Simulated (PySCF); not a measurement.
Dipole response of Mg (magnesium, neutral)

[Ne] 3s2, closed-shell 1S. Calculation: PySCF 2.14, in x2c-QZVPPall with one added diffuse shell each of s, p, d, f type (10s7p6d3f, 82 functions); scalar relativity by spin-free X2C-1e. Coupled (time-dependent) response in atomic units; α is the mean over directions.

```
   method  mean α (bohr³)  C₆ (like pair)  S(−4)
      UHF           81.15           760.5   3535
      PBE           73.82           656.7   2975
     PBE0           74.77           671.5   3019
  r2SCAN0           75.49           699.7   2902
CAM-B3LYP           71.62           628.5   2784
```

S(−4) is the Cauchy moment in α(ω) = α(0) + S(−4) ω² + …

Reference α: 71.2 ± 0.4 bohr³ (recommended; Schwerdtfeger and Nagle, table of static dipole polarizabilities (2023 update)). Published C₆: 626.0 (Chu and Dalgarno (2004); Tang, Norbeck and Certain (1976)).

Hartree-Fock lies above the reference because it lacks correlation, which contracts the outer shell.

α(iu) at r2SCAN0:

| u (hartree) | α(iu) (bohr³) |
| --- | --- |
| 0 | 75.49 |
| 0.0500 | 68.88 |
| 0.100 | 54.63 |
| 0.200 | 30.14 |
| 0.300 | 17.47 |
| 0.500 | 7.693 |
| 0.750 | 3.876 |
| 1.00 | 2.411 |
| 1.50 | 1.288 |
| 2.00 | 0.8527 |
| 3.00 | 0.4883 |
| 5.00 | 0.2379 |

A single London oscillator, α(iu) = α/(1 + u²/ω²), gives C₆ = (3/4) ω α². Matching the computed C₆ needs ω = 4 × 699.7 / (3 × 75.49²) = 0.164 hartree.
